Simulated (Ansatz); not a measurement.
Calculated with Ansatz (gas phase, PBE0-D4/def2-TZVP geometries, no zero-point term in ΔE). CBS: MP2 limit from def2 TZ/QZ plus the TZ coupled-cluster correction, frozen cores. This one scheme is used for every species. DFT in def2-TZVPP. B3LYP here is the variant with VWN-RPA as its local correlation; programs differ in this. HSE06 is defined as in plane-wave codes. Elements past krypton have def2 core potentials. For In outer-core shells are correlated without core-valence functions, which leaves a few kJ/mol of doubt a bond. One conformer a species, not always the lowest.

Reaction (formal exchange of groups at the In–O bond): `C[S][AlH][O][InH2]` + `ClCCl` → `Cl[CH](Cl)[InH2]` + `C[S][AlH][OH]`

**Question.** Is it downhill or uphill in electronic energy at CCSD(T)/CBS, and by how much? (An estimate is asked.)

**Answer.** The calculation gave: Uphill: ΔE = +73.0 kJ/mol.

**Question.** What do these levels give: r2SCANh-D4, HSE06-D4, ωB97M-V, B2PLYP, PBE, B3LYP, r2SCAN0, CCSD/def2-SVP, MP2/def2-TZVPP, SCS-MP2/def2-TZVPP, MP2/def2-QZVPP, HF/CBS(def2)? (Estimate.)

**Answer.** The calculation gave: r2SCANh-D4 71.8, HSE06-D4 66.8, ωB97M-V 70.2, B2PLYP 78.5, PBE 66.1, B3LYP 77.5, r2SCAN0 71.7, CCSD/def2-SVP 85.8, MP2/def2-TZVPP 72.7, SCS-MP2/def2-TZVPP 78.6, MP2/def2-QZVPP 72.4, HF/CBS(def2) 92.6 kJ/mol.

Largest T1 diagnostic among the species: 0.015.

In def2-TZVPP, CCSD(T) changes the Hartree–Fock value by −16.6 kJ/mol (the triples alone add −2.1 kJ/mol) and MP2 by −18.3 kJ/mol. From BLYP to BHLYP (50 % exact exchange), in def2-TZVPP and without D4, ΔE moves by +5.1 kJ/mol.
